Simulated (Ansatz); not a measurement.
Start from `[O]=[Ta]([F])([F])[F]` and change one element to get `[F][Ta]([F])([F])=[S]`.

Ansatz, PBE0-D4/def2-TZVP geometries, multiplicity 1. 

Elements past krypton have def2 core potentials.

```json
{"property": "HOMO–LUMO gap (B3LYP/def2-TZVPP) / eV", "`[O]=[Ta]([F])([F])[F]`": "8.15"}
{"property": "HOMO energy (B3LYP/def2-TZVPP) / eV", "`[O]=[Ta]([F])([F])[F]`": "-10.01"}
{"property": "HOMO–LUMO gap (PBE0/def2-TZVPP) / eV", "`[O]=[Ta]([F])([F])[F]`": "8.73"}
{"property": "HOMO energy (ωB97M-V/def2-TZVPP) / eV", "`[O]=[Ta]([F])([F])[F]`": "-12.67"}
{"property": "HOMO–LUMO gap (PBE/def2-TZVPP) / eV", "`[O]=[Ta]([F])([F])[F]`": "6.20"}
{"property": "size of the dipole moment (PBE/def2-TZVPP) / D", "`[O]=[Ta]([F])([F])[F]`": "1.72"}
```

Problem. Give the same properties after the change, and the shifts. (Best estimate.)

Solution. The calculation gave: 
```
                                      property  `[F][Ta]([F])([F])=[S]`  shift
         HOMO–LUMO gap (B3LYP/def2-TZVPP) / eV                     5.76  -2.39
           HOMO energy (B3LYP/def2-TZVPP) / eV                    -8.08   1.93
          HOMO–LUMO gap (PBE0/def2-TZVPP) / eV                     6.23  -2.50
         HOMO energy (ωB97M-V/def2-TZVPP) / eV                   -10.41   2.26
           HOMO–LUMO gap (PBE/def2-TZVPP) / eV                     4.21  -1.99
size of the dipole moment (PBE/def2-TZVPP) / D                     1.60  -0.12
```

With PBE0 the HOMO rises by 1.95 eV and the LUMO falls by 0.55 eV, so the gap narrows by about 2.50 eV. PBE moves the HOMO by 1.51 eV and ωB97M-V by 2.26 eV. Dipoles are sizes alone; their direction can turn.

B3LYP here is the variant with VWN-RPA as its local correlation; programs differ in this.
